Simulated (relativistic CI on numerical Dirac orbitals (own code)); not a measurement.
**Ti+ in a cubic cluster: 1s photoemission with charge transfer**

Computed with a charge-transfer multiplet model of a cubic metal-ligand cluster with up to 2 ligand holes, Slater and spin-orbit integrals from Dirac-Coulomb-Breit ions, Slater integrals scaled by 0.7. The ground state mixes d3 with configurations of k ligand holes L, whose averages lie at kΔ + k(k − 1)U_dd/2; a core hole lowers each added d electron by U_cd. 300 K, Lorentzian 1.1 eV and Gaussian 0.6 eV FWHM.

Atomic integrals in eV (Slater integrals scaled, ζ unscaled), ground: F2dd 4.733, F4dd 2.905, zeta_d 0.009; with the core hole: F2dd 6.308, F4dd 3.922, zeta_d 0.020, G2cd 0.024.

Cluster parameters (eV): U_dd = 4.8, U_cd = 6.2, 10Dq = 0.9, 10Dq(ligand) = 1.3, V(eg) = 2.65, V(t2g) = -1.37, final-state hopping factor = 0.9.

| Case | n_d | d3 | d4L | d5L2 | S |
| --- | --- | --- | --- | --- | --- |
| Δ = 8 eV | 3.33 | 0.70 | 0.28 | 0.03 | 1.50 |
| Δ = 9 eV | 3.29 | 0.73 | 0.25 | 0.02 | 1.50 |
| Δ = 11 eV | 3.22 | 0.80 | 0.19 | 0.01 | 1.50 |

Weights, n_d and S are thermal averages at 300 K. Binding energies count from the first peak over 30 % of the highest in each spectrum, which can be another peak from case to case. The parameters are a model scan and need not match a compound or its usual spin state. Peaks in eV (height, largest 100):
- Δ = 8 eV: 0.0 (100), 9.1 (11)
- Δ = 9 eV: 0.0 (100), 9.1 (9)
- Δ = 11 eV: 0.0 (100), 9.6 (5)

For the case Δ = 9 eV, Δ = 9 eV is larger than U_dd = 4.8 eV, the Mott-Hubbard side of the Zaanen-Sawatzky-Allen scheme. With the core hole the configuration with one ligand hole lies at Δ − U_cd = 1.8, 2.8, 4.8 eV from the one without, in the order of the table; where this is negative the screened configuration lies lower, though the effective hopping of about 5.1 eV (from the holes of the mixed ground state) mixes the two strongly wherever it is as large as the gap.
